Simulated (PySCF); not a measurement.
From a computed spectrum to the compound

A species of 7 atoms with charge 0 has these harmonic modes (BP86, small Gaussian bases with core potentials, PySCF 2.14.0):

| cm⁻¹ | km/mol | symmetry |
| --- | --- | --- |
| 17 | 17.6 | a |
| 62 | 3.7 | e |
| 62 | 3.7 | e |
| 173 | 47.5 | a |
| 201 | 0.0 | e |
| 201 | 0.0 | e |
| 285 | 0.0 | a |
| 306 | 51.4 | e |
| 306 | 51.4 | e |
| 355 | 0.0 | a |
| 414 | 27.9 | e |
| 414 | 27.9 | e |
| 2579 | 0.0 | a |
| 2579 | 2.7 | e |
| 2579 | 2.7 | e |

(1) Which species is it, and in which structure?

Results:

(1) Ho(SH)3 (singlet in the valence; each metal's 4f electrons, 10 of them, lie in its core potential, out of spins and levels):
```xyz
7

Ho    0.0000    0.0000   -0.0391
S     2.5397    0.4144    0.0656
H     2.8312   -0.9216    0.0517
S    -1.6287    1.9923    0.0656
H    -0.6175    2.9127    0.0517
S    -0.9110   -2.4066    0.0656
H    -2.2137   -1.9911    0.0517
```
Ideal gas at 298.15 K and 1 bar: S = 430.2 J/(mol K), Cp = 120.9 J/(mol K), H − H(0 K) = 26.9 kJ/mol (rigid rotor, harmonic modes, spin degeneracy alone, that of the 4f electrons in the core included; the modes under 60 cm⁻¹ make these uncertain). An lcecp potential fixes the number of 4f electrons, so in runs with it no electron can move into or out of that shell.
 The answer isn't unique; the calculation gave this one.
